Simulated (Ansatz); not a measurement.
The cluster Ca₂Si₂⁺, relaxed as a doublet with UKS r2SCAN-D4/def2-TZVP in Ansatz, starting from the GFN2-xTB geometry. Force threshold 0.02 eV/Å.

The structure comes from a short search, and lower isomers may exist.

Start:

```xyz
4

Ca    0.897    1.537   -0.994
Ca   -1.934    0.031    0.620
Si    0.178   -1.270   -0.862
Si    0.859   -0.298    1.236
```

```
        step  energy (eV)  largest force component (eV/Å)  SCF passes
           1  -52621.1385                           1.028         121
           2  -52621.5039                           0.679          73
           3  -52621.8187                           0.444          36
           4  -52621.9986                           0.539          32
           5  -52622.1376                           0.245          28
           6  -52622.2195                           0.118          28
           7  -52622.2611                           0.031          28
           8  -52622.2673                           0.007          28
9 (rejected)  -52622.2651                           0.053          26
          10  -52622.2673                           0.007          28
```

Force components are those of the run's own axes.

End:

| atom | x (Å) | y (Å) | z (Å) |
| --- | --- | --- | --- |
| Ca1 | 1.981 | 1.038 | -1.123 |
| Ca2 | -1.969 | -1.056 | 1.127 |
| Si3 | -0.324 | -0.438 | -0.976 |
| Si4 | 0.312 | 0.456 | 0.972 |

Bonds lost: Ca1–Ca2 (atoms count from 1).

The force fell under the threshold at step 8, but the optimiser went on. No frequencies were taken in this run, so the end may be a saddle point.

Hardware: 4 threads of Arm Neoverse V1 on a shared host. Wall time 54 s.
